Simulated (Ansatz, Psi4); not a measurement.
# Psi4 → Ansatz

This Psi4 1.11 job computes triplet Ge2H6:

calc.dat:
```
memory 2.2 GB

molecule {
  0 3
  Ge    -0.569150     0.281910    -1.029950
  Ge     0.569150    -0.281910     1.029950
  H     -0.360530    -0.825230    -2.075830
  H     -2.077470     0.442320    -0.780090
  H     -0.023210     1.601970    -1.597890
  H      0.367430     0.829100     2.073090
  H      2.076310    -0.450460     0.778490
  H      0.017470    -1.597700     1.602230
  symmetry c1
  no_reorient
  no_com
}

set basis 6-31G*
set reference uks
set puream false
set e_convergence 1e-09
set d_convergence 1e-08
set scf_type pk
set dft_radial_points 99
set dft_spherical_points 590
set maxiter 100

e, wfn = energy('b3lyp', return_wfn=True)
oeprop(wfn, 'DIPOLE', 'MULLIKEN_CHARGES', 'MAYER_INDICES')
```

```bash
$ psi4 -i calc.dat -o calc.out -n 1
```

Geometry: relaxed at PBE0-D4/def2-TZVP. That shape belongs to the parent species and isn't relaxed for this state.

It gives a total energy of -4156.897791 Eh.

**Question.** Translate the job to Ansatz 0.2.0 as an input file of the program's own.

**Answer.** One way, which was run:

molecule.yaml:
```yaml
crystal:
  periodic: [false, false, false]
  atoms:
    - {symbol: Ge, position_ang: [-0.569150, 0.281910, -1.029950]}
    - {symbol: Ge, position_ang: [0.569150, -0.281910, 1.029950]}
    - {symbol: H, position_ang: [-0.360530, -0.825230, -2.075830]}
    - {symbol: H, position_ang: [-2.077470, 0.442320, -0.780090]}
    - {symbol: H, position_ang: [-0.023210, 1.601970, -1.597890]}
    - {symbol: H, position_ang: [0.367430, 0.829100, 2.073090]}
    - {symbol: H, position_ang: [2.076310, -0.450460, 0.778490]}
    - {symbol: H, position_ang: [0.017470, -1.597700, 1.602230]}
basis:
  gaussian: {orbitals: "6-31G*"}
magnetization: {spin_polarized: true, initial_magnetization: 2}
hamiltonian: {xc: {name: B3LYP}}
accuracy: high
output: {orbitals: {seedname: orbitals}}
```

```bash
$ ansatz run molecule.yaml --threads 1 --pin off --max-ram 3480MiB --events-out events.jsonl --progress --plain --runs-dir runs
```

Its energy is -4156.897793 Eh, 0.002 mEh from the first.
